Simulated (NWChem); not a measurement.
System: CH$_{4}$CdO; SMILES [CH3][Cd][OH]

Here is an NWChem input.

```
start job
memory heap 200 mb stack 900 mb global 1100 mb
geometry units angstroms noautoz
  Cd    -0.592215     0.125846     0.001196
  C     -0.682192    -1.960848     0.002402
  H     -0.189172    -2.363801    -0.894020
  H     -1.728428    -2.299965     0.009492
  H     -0.177675    -2.363294     0.892663
  O     -0.619185     2.097790     0.000045
  H      0.260794     2.489204    -0.000159
end
basis spherical
  * library def2-svpd
end
ecp
  Cd library def2-ecp
end
dft
  xc b3lyp
  iterations 150
end
tddft
  cis
  nroots 6
  notriplet
end
task tddft energy
```

All runs use the structure optimised with PBE0/def2-SVP. No frequency run checked for a minimum. def2 effective core potentials on Cd; no spin-orbit coupling.

Vertical excitations in the gas phase.

Task: What results follow from this input? (B3LYP/def2-SVPD with def2 effective core potentials on Cd, TDA.) Quantities: lowest excitation, singlet (eV); oscillator strength of that lowest state; lowest state with f > 0.02, singlet (eV); oscillator strength of that bright state; orbital gap (eV).

Result: 
```yaml
lowest excitation, singlet (eV): 5.34
oscillator_strength_of_that_lowest_state: 0.026
lowest state with f > 0.02, singlet (eV): 5.34
oscillator_strength_of_that_bright_state: 0.026
orbital gap (eV): 6.53
```
